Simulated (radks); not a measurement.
The rhodium ion Rh2+ inside a hard spherical wall (all orbitals vanish at R), configuration held at [Kr] 4d7 and not refilled when levels cross. All-electron calculation, scalar-relativistic Kohn-Sham, LDA (Slater exchange, VWN5 correlation), spin-unpolarised, spherical densities, finite nucleus; Fermi nuclear charge, rms radius 4.4945 fm. Program: a radial shooting solver on a logarithmic mesh with Libxc functionals. Eigenvalues in eV, with the zero of energy where the potential of the charges vanishes at infinity; a dash marks a level that is unbound or too diffuse for the functional's potential to be trusted. A positive occupied level is held by the wall or, in an anion where self-interaction has pushed it up, behind a barrier. The pressure on the wall is -dE/dV.

R (bohr),E (hartree),kinetic (hartree),e(3d),e(4s),e(4p),e(4d),"e(5s, empty)","e(5p, empty)",pressure (GPa)
free,-4778.42275,4947.278,-322.22,-103.54,-71.392,-25.994,-19.999,-13.923,0
20,-4778.42275,4947.278,-322.22,-103.54,-71.392,-25.994,-19.999,-13.923,< 0.0001
10,-4778.42275,4947.278,-322.22,-103.54,-71.392,-25.994,-19.999,-13.921,< 0.0001
8,-4778.42274,4947.278,-322.22,-103.54,-71.392,-25.994,-19.996,-13.897,0.000372
7,-4778.42270,4947.278,-322.21,-103.54,-71.389,-25.991,-19.980,-13.814,0.00539
2.5,-4776.92094,4955.162,-305.21,-90.673,-58.797,-11.298,21.577,39.841,1420
2,-4772.71494,4973.893,-280.50,-73.016,-40.015,12.061,87.239,112.94,9480
